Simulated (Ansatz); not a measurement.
Ansatz (a first-principles code) input (X2C-CCSD(T)/cc-pVTZ-DK):

Ansatz 0.2 input:
```yaml
crystal:
  periodic: [false, false, false]
  atoms:
    - {symbol: Si, position_ang: [-0.05336726, -0.11671384, -0.11435176]}
    - {symbol: O, position_ang: [-0.67253487, -1.05810762, -1.18691409]}
    - {symbol: O, position_ang: [1.60677682, -0.22321811, 0.26032827]}
    - {symbol: N, position_ang: [-0.18314841, 1.59848678, -0.58486593]}
    - {symbol: N, position_ang: [-0.69617012, -0.28621261, 1.53836448]}
    - {symbol: H, position_ang: [2.10149417, 0.27199975, -0.39799187]}
    - {symbol: H, position_ang: [-0.95176525, 1.73479944, -1.22894202]}
    - {symbol: H, position_ang: [-0.30785432, 2.23159568, 0.19610460]}
    - {symbol: H, position_ang: [-1.43110342, -0.98175939, 1.56680681]}
    - {symbol: H, position_ang: [0.01766469, -0.55795490, 2.20314382]}
basis:
  gaussian:
    orbitals: cc-pVTZ-DK
total_charge: -1
magnetization: {spin_polarized: false}
correlation: {method: ccsd_t, electrons: outside_noble_gas}
```

End of the output:

```
reference -15007.43597561 eV, -551.5130996983 hartree; 16, 16 occupied and 199, 199 virtual orbitals, 1308 factors
second order -28.53810511 eV of doubles, -0.00000000 eV of singles
coupled cluster: 8.03 GiB planned
cycle   1  -28.21692314 eV  change    3.2e-1 eV  update   1.1e-1
cycle   2  -28.81747977 eV  change   -6.0e-1 eV  update   3.4e-2
cycle   3  -28.97468968 eV  change   -1.6e-1 eV  update   1.7e-2
cycle   4  -28.96157006 eV  change    1.3e-2 eV  update   4.2e-3
cycle   5  -28.95793426 eV  change    3.6e-3 eV  update   1.9e-3
cycle   6  -28.95901178 eV  change   -1.1e-3 eV  update   6.6e-4
cycle   7  -28.95891419 eV  change    9.8e-5 eV  update   2.6e-4
cycle   8  -28.95871538 eV  change    2.0e-4 eV  update   8.7e-5
cycle   9  -28.95870483 eV  change    1.1e-5 eV  update   3.1e-5
perturbative correction -1.11862790 eV, -0.0411088171 hartree
Total energy: -15037.51330834 eV, -552.6184212888 hartree
Relativity: scalar
```

It need not be the lowest isomer of its formula. Whether it binds its extra electron was not tested at this geometry.
